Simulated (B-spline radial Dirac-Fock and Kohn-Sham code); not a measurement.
**Auger parameter of bismuth: the M5 level and its strongest M5-NN line**

These are calculated numbers from a B-spline atomic structure program; the model is relaxed Dirac-Fock hole states (ΔSCF) with Breit and QED corrections and a finite nucleus. The modified Auger parameter α′ is the binding energy plus the kinetic energy of the Auger electron; it does not depend on the energy zero. For free ions it tends to fall with charge, since less charge screens the final holes.

```
            species           configuration  binding 3d5/2 (eV)  Auger line  kinetic (eV)  α′ (eV)
                 Bi  [Xe] 4f14 5d10 6s2 6p3              2589.0    N5N5 J=4        1657.3   4246.3
                Bi⁺  [Xe] 4f14 5d10 6s2 6p2              2598.0    N5N5 J=4        1646.9   4244.9
 Bi⁺ (Watson 2.2 Å)  [Xe] 4f14 5d10 6s2 6p2              2591.6    N5N5 J=4        1653.4   4245.0
               Bi²⁺  [Xe] 4f14 5d10 6s2 6p1              2608.2    N5N5 J=4        1635.6   4243.8
Bi²⁺ (Watson 1.8 Å)  [Xe] 4f14 5d10 6s2 6p1              2592.6    N5N5 J=4        1651.5   4244.1
Bi²⁺ (Watson 2.2 Å)  [Xe] 4f14 5d10 6s2 6p1              2595.2    N5N5 J=4        1648.7   4243.9
               Bi³⁺      [Xe] 4f14 5d10 6s2              2619.2    N5N5 J=4        1623.6   4242.8
Bi³⁺ (Watson 1.8 Å)      [Xe] 4f14 5d10 6s2              2595.4    N5N5 J=4        1647.5   4242.9
               Bi⁴⁺      [Xe] 4f14 5d10 6s1              2632.7    N5N5 J=4        1609.3   4242.0
Bi⁴⁺ (Watson 2.7 Å)      [Xe] 4f14 5d10 6s1              2611.4    N5N5 J=4        1630.6   4242.0
  Bi⁴⁺ (Watson 3 Å)      [Xe] 4f14 5d10 6s1              2613.5    N5N5 J=4        1628.5   4242.0
               Bi⁵⁺          [Xe] 4f14 5d10              2647.0    N5N5 J=4        1594.3   4241.3
Bi⁵⁺ (Watson 1.8 Å)          [Xe] 4f14 5d10              2607.0    N5N5 J=4        1634.3   4241.3
```
